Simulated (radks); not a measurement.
The numbers below are computed, except where a source is named.
Isoelectronic series with 3 electrons, each ion in its NIST ground configuration. Code: a radial shooting solver on a logarithmic mesh with Libxc functionals. Model: scalar-relativistic Kohn-Sham, r2SCAN, spin-unpolarised, spherical densities, finite nucleus; meta-GGA in the generalised Kohn-Sham scheme; Fermi nuclear charge, rms radius of each element as measured or else 0.836 A^(1/3) + 0.57 fm. Total energies (hartree) and mean radii <r> (bohr):

Li: configuration [He] 2s1; E (hartree) -7.46639; 2s 4.004; 1s 0.5772
C3+: configuration [He] 2s1; E (hartree) -34.72876; 2s 1.293; 1s 0.2681
F6+: configuration [He] 2s1; E (hartree) -82.30176; 2s 0.7819; 1s 0.1744
Mg9+: configuration [He] 2s1; E (hartree) -150.25312; 2s 0.5607; 1s 0.1291
P12+: configuration [He] 2s1; E (hartree) -238.68568; 2s 0.4369; 1s 0.1024
Ar15+: configuration [He] 2s1; E (hartree) -347.73401; 2s 0.3576; 1s 0.08482
Sc18+: configuration [He] 2s1; E (hartree) -477.56543; 2s 0.3025; 1s 0.07231
Cr21+: configuration [He] 2s1; E (hartree) -628.38106; 2s 0.2618; 1s 0.06296
Co24+: configuration [He] 2s1; E (hartree) -800.41737; 2s 0.2306; 1s 0.05570
